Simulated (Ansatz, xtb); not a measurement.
## Relaxing a trial structure of FH7PSiSn+

The starting geometry of this gas-phase singlet has its atoms placed at random.

```json
{"atom": "F", "x (Å)": "-0.3764", "y (Å)": "-0.6499", "z (Å)": "0.0083"}
{"atom": "P", "x (Å)": "0.9387", "y (Å)": "-1.3231", "z (Å)": "-0.5692"}
{"atom": "Si", "x (Å)": "-0.0235", "y (Å)": "0.6776", "z (Å)": "-1.6852"}
{"atom": "Sn", "x (Å)": "0.1899", "y (Å)": "-0.5290", "z (Å)": "2.6121"}
{"atom": "H", "x (Å)": "-0.6684", "y (Å)": "1.0241", "z (Å)": "2.1848"}
{"atom": "H", "x (Å)": "-0.1855", "y (Å)": "-2.2583", "z (Å)": "-0.7424"}
{"atom": "H", "x (Å)": "-1.4419", "y (Å)": "-0.5272", "z (Å)": "0.3609"}
{"atom": "H", "x (Å)": "0.5004", "y (Å)": "-1.9088", "z (Å)": "-1.5223"}
{"atom": "H", "x (Å)": "-1.5091", "y (Å)": "-0.0294", "z (Å)": "1.9162"}
{"atom": "H", "x (Å)": "2.4298", "y (Å)": "-0.4719", "z (Å)": "-0.6138"}
{"atom": "H", "x (Å)": "-0.1955", "y (Å)": "-1.6935", "z (Å)": "0.5833"}
```

Question: Guess where an optimisation with r2SCAN-D4/def2-SVP ends from this start.

Answer: It loosens into FH3PSiSn + H2 + H2, which stay close as a complex (formulas without charges). Distances that change by over a tenth: F1–Sn4 (2.67 → 2.28 Å), F1–H7 (1.13 → 2.54 Å), P2–H8 (1.20 → 1.41 Å), P2–H10 (1.72 → 1.42 Å), Si3–Sn4 (4.47 → 2.97 Å), Sn4–H5 (1.83 → 2.08 Å). Contacts that open: F1–P2 (1.59 → 2.73 Å), P2–H6 (1.47 → 4.09 Å), P2–H11 (1.66 → 3.84 Å), Sn4–H9 (1.90 → 3.13 Å). Contacts that close: F1–Si3 (2.18 → 1.80 Å), P2–Sn4 (3.36 → 2.66 Å), Si3–H5 (3.94 → 1.67 Å), H6–H11 (1.44 → 0.76 Å), H7–H9 (1.63 → 0.76 Å).

The energy falls by 19.71 eV over 37 steps:

```csv
step,E − E(last) (eV)
1,19.713
5,6.964
9,1.570
13,0.851
17,0.247
21,0.066
25,0.031
29,0.004
33,0.001
37,0.000
```

Final geometry (Å):

```yaml
atoms:
  - { symbol: F, position_ang: [-0.8849, -0.4608, -0.3174] }
  - { symbol: P, position_ang: [1.8223, -0.4986, -0.6324] }
  - { symbol: Si, position_ang: [0.0241, 1.0768, -0.5758] }
  - { symbol: Sn, position_ang: [0.3471, -1.0072, 1.5168] }
  - { symbol: H, position_ang: [0.2798, 1.0192, 1.0693] }
  - { symbol: H, position_ang: [-0.7540, -3.5541, 0.2196] }
  - { symbol: H, position_ang: [-2.5434, 0.0115, 1.5476] }
  - { symbol: H, position_ang: [1.7103, -1.3399, -1.7623] }
  - { symbol: H, position_ang: [-2.4633, 0.1392, 2.2930] }
  - { symbol: H, position_ang: [3.1690, -0.0639, -0.6012] }
  - { symbol: H, position_ang: [-1.0488, -3.0114, -0.2245] }
```

From the same start GFN2-xTB ends elsewhere, in pieces: FH3PSiSn + H2 + H2.

From so rough a start the end depends on the optimiser's path, so another program may land elsewhere. The end wasn't checked by frequencies. Atoms past krypton carry core potentials, without spin–orbit terms. Run with Ansatz 0.2.0, 87 s on 2 threads of Intel(R) Xeon(R) Platinum 8375C CPU @ 2.90GHz (Ice Lake), on a shared host.
